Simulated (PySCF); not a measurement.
PySCF 2.14 output of a UHF calculation on a single atom or ion in def2-SVP, with the non-relativistic Hamiltonian (point nucleus):

```
SCF conv_tol = 1e-09
number electrons alpha = 15  beta = 14
cycle= 1 E= -1777.28512474148  delta_E= -1.49e-09  |g|= 1.43e-05  |ddm|= 0.000193
cycle= 2 E= -1777.28512474169  delta_E= -2.05e-10  |g|= 7.02e-06  |ddm|= 6.45e-05
converged SCF energy = -1777.28512474169  <S^2> = 0.75038079  2S+1 = 2.0003808
```

The run itself started from symmetry-adapted Hartree-Fock orbitals and held the occupation by maximum overlap, so the iterations belong to that start.

Task: Which element, charge and spin multiplicity is this?

Result: Zn⁺ (zinc, charge +1), multiplicity 2; the state was [Ar] 3d10 4s1, 2S determinant.
